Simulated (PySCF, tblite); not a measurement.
Isomers of C4H8F2O2, one GFN2-xTB conformer each. Single-point energies are computed at PBE0/pcSseg-1 (PySCF, gas phase, no added dispersion term), electronic only.

| SMILES | GFN2-xTB relative energy (kcal/mol) |
| --- | --- |
| COC(OC)C(F)F | 6.7 |
| CO[C@@H](F)COCF | 0.0 |

Conformers: `[CH3:1][O:2][CH:3]([O:4][CH3:5])[CH:6]([F:7])[F:8]` with C1–O2–C3–O4 -61°, O2–C3–O4–C5 172°, O2–C3–C6–F7 -145°; `[CH3:1][O:2][C@@H:3]([F:4])[CH2:5][O:6][CH2:7][F:8]` with C1–O2–C3–F4 67°, O2–C3–C5–O6 163°, C3–C5–O6–C7 86°, C5–O6–C7–F8 71°.

Question: What does PBE0/pcSseg-1 give for the same structures?

Answer: 
```csv
SMILES,PBE0/pcSseg-1 E (Eh),PBE0/pcSseg-1 (kcal/mol),GFN2-xTB (kcal/mol),point group
CO[C@@H](F)COCF,-506.76789,0.0,0.0,C1
COC(OC)C(F)F,-506.75990,5.0,6.7,C1
```

Both levels put the same isomer lowest. As drawn, the higher has two fluorines on one carbon, which the lower lacks.

Question: Which frontier levels, dipoles and rotational constants go with these structures?

Answer: 
| SMILES | HOMO (eV, PBE0/pcSseg-1) | LUMO (eV) | dipole (D) | A, B, C (MHz) |
| --- | --- | --- | --- | --- |
| CO[C@@H](F)COCF | -8.38 | 1.57 | 2.82 | 5452, 919.3, 866.8 |
| COC(OC)C(F)F | -7.81 | 1.50 | 2.35 | 2714, 1541, 1234 |

Question: What happens when harmonic zero-point energies from GFN2-xTB frequencies are added?

Answer: 
```json
{"SMILES": "CO[C@@H](F)COCF", "ZPE (kcal/mol)": "76.2", "electronic (kcal/mol)": "0.0", "with ZPE (kcal/mol)": "0.0"}
{"SMILES": "COC(OC)C(F)F", "ZPE (kcal/mol)": "75.8", "electronic (kcal/mol)": "5.0", "with ZPE (kcal/mol)": "4.6"}
```

The zero-point energies span 0.4 kcal/mol. The order is unchanged.
